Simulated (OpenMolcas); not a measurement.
# Ne V: the spin-orbit constant, Slater's ratio, worked from levels

```json
{"Program": "OpenMolcas", "Basis": "ANO-R1 [3s2p1d]", "Scalar Hamiltonian": "X2C, finite nucleus", "Active space": "4 electrons in 9 orbitals (RAS2 2s 2p; RAS3 3d, at most 2 electrons)", "State averaging": "2S+1 = 3 even, 3 roots; 2S+1 = 1 even, 6 roots; 2S+1 = 5 odd, 1 root; 2S+1 = 3 odd, 5 roots (0 in the spin-orbit step)", "Spin-orbit coupling": "RASSI with atomic mean-field integrals over the reference wave functions, term energies averaged over their components"}
```

Methods: RASSCF; SS-RASPT2, IPEA 0.25 Eh, imaginary shift 0.1 Eh (closed shells correlated: 1s). Measured levels: NIST levels in Podobedova, Fuhr, Reader and Wiese, J. Phys. Chem. Ref. Data 33, 525 (2004).

**The spin-orbit constant.** For the Hund term ³P of p2, E(J) = (A/2) J(J+1) + constant and ζ = 2S·A = 2A. From J = 0 to J = 2 the energy changes by 3 A.

```csv
Source,E(2) - E(0),A,ζ
RASSCF,1149.3,383.1,766
SS-RASPT2,1149.4,383.1,766
measured,1110.1,370.0,740
```

All in cm-1. SS-RASPT2 is off by +3.5 % and RASSCF by +3.5 %. Both methods take the spin-orbit matrix elements from the reference wave functions, so the second can move ζ only through the term energies and any multistate remixing. Second-order mixing with other terms is absorbed into this ζ.

**Slater's ratio.** With one set of orbitals, p2 has ¹D - ³P = 6 F2 and ¹S - ¹D = 9 F2 (F2 = F²/25), a ratio of 3/2. Term energies are centres of gravity, weighted by 2J + 1.

```csv
Source,¹D - ³P,¹S - ³P,F2 from the first,Ratio
RASSCF,31686,68062,5281,1.148
SS-RASPT2,31552,67401,5259,1.136
measured,29537,63159,4923,1.138
```

Energies in cm-1. A ratio away from 3/2 shows effects beyond one configuration with one set of orbitals, and in heavier atoms second-order spin-orbit shifts.

Active for correlation alone: 3d; no level in the range computed is led by a configuration that fills it, so any true level of that kind is missing. The basis is small and was not contracted for so high a charge. Computed and measured levels are paired by configuration, term and J; levels that our copy of the source lacks, or whose pairing is in doubt (as where it misses far off the trend of its configuration), stay unpaired and out of the deviations. Levels of configurations outside the active space are missing.
